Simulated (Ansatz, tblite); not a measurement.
Forces on `CO[B-](OC)(OC)Oc1ccc(F)cc1` at its PBE-D4/def2-SVP geometry. The state is a singlet with charge -1.

The xTB rows come from tblite.

GFN2-xTB (tblite), largest force 1.17 eV/Å:

```xyz
28
positions Å, forces eV/Å
C     0.978   -2.697    1.593   -0.020   -0.659   -0.231
O     1.009   -1.350    1.932   -0.018   -0.555    0.137
B     0.827   -0.394    0.837   -0.134    0.054   -0.106
O     1.830   -0.519   -0.223    0.585    0.062   -0.061
C     3.142   -0.267    0.164    0.633    0.112    0.207
O     0.854    0.965    1.370   -0.251    0.336    0.406
C    -0.044    1.267    2.388   -0.421    0.099    0.506
O    -0.522   -0.718    0.206   -0.461    0.309   -0.581
C    -1.083    0.002   -0.756    0.072    0.249   -0.161
C    -2.399   -0.344   -1.173   -0.046    0.217   -0.220
C    -3.064    0.368   -2.181    0.308   -0.022    0.198
C    -2.422    1.451   -2.790    0.527   -0.620    0.840
F    -3.065    2.151   -3.773   -0.051    0.045   -0.065
C    -1.128    1.822   -2.407    0.062   -0.232    0.227
C    -0.460    1.109   -1.402   -0.375    0.006   -0.244
H     1.193   -3.321    2.495   -0.087    0.481   -0.341
H    -0.014   -3.024    1.189    0.465    0.317    0.233
H     1.736   -2.970    0.812   -0.349    0.275    0.388
H     3.503   -0.963    0.967   -0.316    0.299   -0.406
H     3.825   -0.389   -0.712   -0.500    0.018    0.324
H     3.287    0.769    0.565   -0.231   -0.507   -0.236
H    -1.114    1.257    2.048    0.569   -0.051    0.009
H     0.161    2.292    2.781    0.057   -0.504   -0.322
H     0.021    0.553    3.248    0.075    0.303   -0.522
H    -2.881   -1.199   -0.675    0.231    0.533   -0.352
H    -4.082    0.094   -2.501    0.603    0.127    0.222
H    -0.647    2.676   -2.909   -0.267   -0.513    0.318
H     0.558    1.379   -1.095   -0.659   -0.180   -0.167
```

PBE-D4/def2-SVP (Ansatz), largest force 0.02 eV/Å:

```
C -0.003 -0.018 -0.007
O 0.004 0.006 0.009
B -0.003 0.003 -0.002
O -0.001 -0.001 -0.005
C 0.014 0.000 0.009
O 0.005 -0.001 -0.009
C -0.015 0.001 0.009
O 0.000 0.001 -0.007
C -0.004 0.007 0.007
C 0.004 -0.004 -0.002
C -0.001 0.002 0.001
C 0.005 -0.008 0.003
F -0.003 0.003 -0.002
C -0.001 0.003 0.001
C -0.001 -0.001 -0.002
H -0.003 0.005 -0.007
H 0.011 0.004 0.004
H -0.006 0.003 0.008
H -0.004 0.008 -0.008
H -0.006 0.000 0.007
H -0.002 -0.009 -0.003
H 0.011 0.000 0.003
H -0.002 -0.006 0.000
H -0.001 0.006 -0.005
H 0.000 0.002 -0.001
H 0.002 0.001 0.001
H -0.001 -0.001 0.002
H 0.000 -0.003 -0.002
```

r2SCAN-D4/def2-SVP (Ansatz), largest force 0.28 eV/Å:

```
C -0.016 -0.149 -0.070
O -0.030 -0.017 -0.232
B 0.051 0.020 0.020
O 0.009 0.041 0.238
C 0.135 0.033 0.062
O -0.126 -0.190 0.030
C -0.110 0.007 0.122
O 0.021 0.208 -0.136
C -0.011 0.012 0.000
C 0.056 0.013 0.013
C 0.024 0.084 -0.057
C 0.088 -0.104 0.133
F 0.127 -0.138 0.197
C -0.097 0.001 -0.052
C -0.008 -0.046 0.035
H -0.050 0.174 -0.206
H 0.234 0.111 0.111
H -0.164 0.102 0.185
H -0.121 0.145 -0.191
H -0.187 0.022 0.200
H -0.067 -0.243 -0.109
H 0.264 -0.009 0.037
H -0.032 -0.247 -0.112
H 0.010 0.165 -0.221
H 0.095 0.180 -0.107
H 0.211 0.055 0.069
H -0.098 -0.178 0.108
H -0.211 -0.049 -0.067
```
